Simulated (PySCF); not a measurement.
Mg(SeH)(GeH3) (GeH₄MgSe), SMILES [GeH3][Mg][SeH].

Geometry: PBE-D3(BJ)/def2-SVP. The structure was generated by enumeration; whether it is a known compound was not checked. Other conformers were not sampled.

Level of theory: PBE/def2-TZVPD (PySCF).

Gas-phase values at a fixed geometry.

Task: Estimate the frontier levels, gap, dipole moment and polarisability. (An estimate is asked for; the answer gives what the named calculation found.)

Result: 
```
Item                                                                                                            Result
---------------------------------------------------------------------------------------------  -----------------------
highest occupied level                                                                                        -5.74 eV
lowest empty level                                                                                            -2.05 eV
orbital gap                                                                                                    3.69 eV
dipole moment                                                                                                   0.63 D
quadrupole, principal values (traceless, Buckingham form, about the centre of nuclear charge)  -15.90, 4.59, 11.32 D·Å
mean static polarisability                                                                      109.9 bohr³ (16.29 Å³)
polarisability, principal values                                                               86.1, 89.3, 154.3 bohr³
```
